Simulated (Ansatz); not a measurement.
Geometry optimisation, Ansatz 0.2.0, RKS PBE0-D4/def2-SVP.

Input file:

```yaml
crystal:
  periodic: [false, false, false]
  atoms:
    - { symbol: Zn, position_ang: [-0.773689, -0.670457, -0.155867] }
    - { symbol: Br, position_ang: [0.95599, -1.239279, -1.678493] }
    - { symbol: Cl, position_ang: [-2.439352, -0.362123, 1.08916] }
    - { symbol: H, position_ang: [1.219341, 0.913659, 0.114642] }
    - { symbol: H, position_ang: [1.03771, 1.3582, 0.630558] }
basis:
  gaussian: { orbitals: def2-SVP }
hamiltonian:
  xc: pbe0
  dispersion: d4
relax:
  f_tol: 0.03
  max_steps: 50
```

Command:

```bash
$ ansatz run input.yaml --threads 2 --pin off --max-ram 3072MiB --backend cpu --events-out ev --progress --plain --runs-dir out
```

Where does it end, and by what steps?

The run converged. The force dipped under the threshold on the way, but the program's further checks kept it going. After 8 steps the energy has fallen by 0.239 eV; Cl3 moved furthest, 0.47 Å.

```
step  energy less start (eV)  largest force component (eV/Å)  accepted
   0                  0.0000                           1.886       yes
   1                 -0.2018                           0.269       yes
   2                 -0.2118                           0.139       yes
   3                 -0.2272                           0.124       yes
   4                 -0.2245                           0.568        no
   5                 -0.2325                           0.250       yes
   6                 -0.2389                           0.014       yes
   7                 -0.2393                           0.035       yes
   8                 -0.2394                           0.003       yes
```

```xyz
5
Properties=species:S:1:pos:R:3
Zn -0.580 -0.697 -0.295
Br 0.830 -1.492 -1.834
Cl -2.050 -0.105 1.096
H 1.186 1.066 0.276
H 0.614 1.229 0.756
```

Whether the end is a true minimum wasn't checked by a vibrational analysis.

The run took 20 s on 2 threads of Arm Neoverse V2 (shared host), peak memory 0.21 GiB.
